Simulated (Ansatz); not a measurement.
`Cl[SiH](Cl)[GeH3]` + H₂O → `[OH][GeH3]` + dichlorosilane at 500 K and 1 bar (formal hydrolysis of a Ge–Si bond).

Isolated molecules relaxed with PBE0-D4/def2-TZVP in Ansatz; ΔE leaves out vibrations. CBS: MP2 limit from def2 TZ/QZ plus the TZ coupled-cluster correction, frozen cores. This one scheme is used for every species. For Ge outer-core shells are correlated without core-valence functions, which leaves a few kJ/mol of doubt a bond. Scalar relativity is left out up to krypton.

| species | CCSD(T)/CBS energy (Eh) | H − E (kJ/mol) | S (J/(mol·K)) |
| --- | --- | --- | --- |
| `Cl[SiH](Cl)[GeH3]` | -3287.25008 | 139.5 | 430.0 |
| H₂O | -76.37941 | 73.2 | 206.3 |
| `[OH][GeH3]` | -2153.69723 | 124.0 | 309.0 |
| `Cl[SiH2]Cl` | -1209.93203 | 81.5 | 323.4 |

H − E and S are ideal-gas, rigid-rotor, harmonic terms from PBE0-D4/def2-TZVP. 1 Eh = 2625.50 kJ/mol, R = 8.31446 J/(mol·K).

Task: By hand: ΔE, ΔH, ΔS and ΔG.

Result: ΔE = (-2153.69723) + (-1209.93203) − (-3287.25008) − (-76.37941) = 0.00023 Eh = 0.6 kJ/mol. Δ(H − E) = 124.0 + 81.5 − 139.5 − 73.2 = -7.2, so ΔH = -6.6 kJ/mol. ΔS = 309.0 + 323.4 − 430.0 − 206.3 = -3.9 J/(mol·K). ΔG = -6.6 − 500 × (-3.9)/1000 = -4.6 kJ/mol.

Task: By hand: the equilibrium constant, and the temperature at which ΔG would vanish if ΔH and ΔS stayed fixed.

Result: log₁₀ K = −ΔG/(RT ln 10) = 0.5. ΔG = 0 at ΔH/ΔS = 1692 K, though so small a ΔH makes that figure unsure.

The number of gas molecules stays the same, so ΔS is small and ΔH decides. The sign of ΔG lies within the doubt. A doubt of 5 kJ/mol in ΔE shifts log₁₀ K by 0.5 here. These are equilibria of isolated gas molecules and say nothing of rates. Largest T1 diagnostic: 0.011 (customary marks: 0.02 for closed shells, 0.045 for open ones).
